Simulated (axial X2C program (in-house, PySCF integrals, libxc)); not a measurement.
**Nuclear properties of TaH⁺**

Calculated with an axial X2C code built on PySCF integrals: two-component X2C with atomic mean-field Coulomb and Gaunt terms, Gaussian nuclei, basis Ta dyall-cv3z, H dyall-v3z with contracted cores.

R = 1.718 Å (near the PBE0 minimum at charge 1 of the determinant lowest at the starting distance; the state shown can have its own minimum elsewhere).

Determinant lowest in the PBE0 search, Ω = 3/2 (⟨Sz⟩ = -1.47, ⟨Lz⟩ = 2.97 at PBE0), spin on the atoms Ta -1.50, H 0.03:

```json
{"level": "PBE0", "Eeff magnitude (GV/cm)": "17.9", "Ws magnitude Ta (kHz)": "11.1", "A∥/gI Ta (MHz)": "-2710", "qzz Ta (a.u.)": "-3.67", "A∥/gI H (MHz)": "9.97", "qzz H (a.u.)": "0.09"}
{"level": "HF", "Eeff magnitude (GV/cm)": "17.8", "Ws magnitude Ta (kHz)": "10.9", "A∥/gI Ta (MHz)": "-2650", "qzz Ta (a.u.)": "-4.66", "A∥/gI H (MHz)": "15.2", "qzz H (a.u.)": "0.10"}
{"level": "PBE50", "Eeff magnitude (GV/cm)": "16.7", "Ws magnitude Ta (kHz)": "10.3", "A∥/gI Ta (MHz)": "-2740", "qzz Ta (a.u.)": "-3.99", "A∥/gI H (MHz)": "11.2", "qzz H (a.u.)": "0.10"}
{"level": "PBE", "Eeff magnitude (GV/cm)": "18.4", "Ws magnitude Ta (kHz)": "11.3", "A∥/gI Ta (MHz)": "-2640", "qzz Ta (a.u.)": "-3.43", "A∥/gI H (MHz)": "8.59", "qzz H (a.u.)": "0.09"}
{"level": "r2SCAN", "Eeff magnitude (GV/cm)": "19.1", "Ws magnitude Ta (kHz)": "12", "A∥/gI Ta (MHz)": "-3070", "qzz Ta (a.u.)": "-3.75", "A∥/gI H (MHz)": "10.7", "qzz H (a.u.)": "0.09"}
```

Determinant 0.28 eV from it at PBE0 and this distance, Ω = 3/2 (⟨Sz⟩ = 1.46, ⟨Lz⟩ = 0.04 at PBE0), spin on the atoms Ta 1.47, H -0.01:

| level | Eeff magnitude (GV/cm) | Ws magnitude Ta (kHz) | A∥/gI Ta (MHz) | qzz Ta (a.u.) | A∥/gI H (MHz) | qzz H (a.u.) |
| --- | --- | --- | --- | --- | --- | --- |
| PBE0 | 12.1 | 7.32 | 3330 | 2.77 | -1.78 | 0.09 |
| HF | 10.5 | 6.14 | 3050 | 1.12 | -7.36 | 0.10 |
| PBE50 | 10.2 | 6.15 | 3270 | 2.20 | -2.97 | 0.10 |
| PBE | 13.2 | 8.02 | 3360 | 3.22 | -0.469 | 0.09 |
| r2SCAN | 11.6 | 7.3 | 3640 | 3.05 | -2.06 | 0.09 |

Eeff is the effective electric field on the electron electric dipole moment in this Ω state and Ws the scalar–pseudoscalar constant of the nucleus named (defined with the proton number Z and per Ω); A∥ (defined per Ω) follows by multiplying with gI = μI/(I μN); qzz is the electric field gradient, eQq0 = 234.96 MHz × Q/barn × qzz. The operators were transformed with the bare-nucleus X2C matrices; with these basis sets, hyperfine constants and field gradients can be off by tens of per cent, and where levels differ in sign neither size nor sign is settled.

**Question.** With gI(181Ta) = 0.6773, Q(181Ta) = 3.17 barn, gI(1H) = 5.5857 (g factors from the IAEA table of nuclear moments by Stone; Q from Pyykkö, Mol. Phys. 2018), turn the PBE0 values of the first state into constants in MHz.

**Answer.** A∥(181Ta) = -2710 × 0.6773 = -1840 MHz; eQq0(181Ta) = 234.96 × (3.17) × (-3.67) = -2730 MHz; A∥(1H) = 9.97 × 5.5857 = 55.7 MHz.

Each state is one determinant with collinear spin, which with several unpaired electrons need not be a pure state. Unrestricted Hartree–Fock can overshoot spin polarisation at the nuclei. With several open shells hyperfine constants can be off by a factor of several. At r2SCAN a later determinant lies lower. States lie within half an eV, so the first need not be the ground state. Further determinants of the search, some of them spin-mixed, are not shown. PBE0 term energies can be off by some tenths of an eV.
